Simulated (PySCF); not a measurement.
A structure optimised at B3LYP-D3(BJ)/def2-SVP, used in a PySCF frequency run:

```
N
H 1 1.0167
Si 1 1.7258 2 116.98
O 3 1.6723 1 103.74 2 -27.43
H 4 0.9641 3 116.08 1 162.39
N 3 1.7220 4 118.19 5 -80.83
H 6 1.0140 3 122.01 4 100.33
H 6 1.0154 7 112.08 3 158.60
Si 1 1.7452 2 116.98 3 -175.75
H 9 1.4910 1 111.79 2 -132.10
H 3 1.4916 4 108.31 5 37.56
H 9 1.4933 10 109.00 1 -118.29
H 9 1.4953 10 107.47 12 -116.48
```

### Question
Write its SMILES and formula.

### Answer
N[Si@@H](O)N[SiH3], H8N2OSi2

### Question
What are its rotational constants (standard atomic weights)?

### Answer
5.5496, 1.8104, 1.4856 GHz
